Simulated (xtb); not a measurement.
AlF4, SMILES [F][Al-]([F])([F])[F], charge -1. All values are semi-empirical tight-binding results from xtb (GFN2-xTB unless named), good for trends rather than for accurate numbers. Coordinates come from a GFN2-xTB optimisation. The isomer is the one that the SMILES or the coordinates give; other isomers of the formula were not compared.

For metal compounds this method's bond lengths and energies can be far off.

```json
{
  "point_group_as_xtb_finds_it": "Td",
  "orbital_gap": "12.53 eV",
  "zero_point_energy": "5.4 kcal/mol",
  "G − E(el) at 298.15 K (modified RRHO)": "-12.0 kcal/mol"
}
```
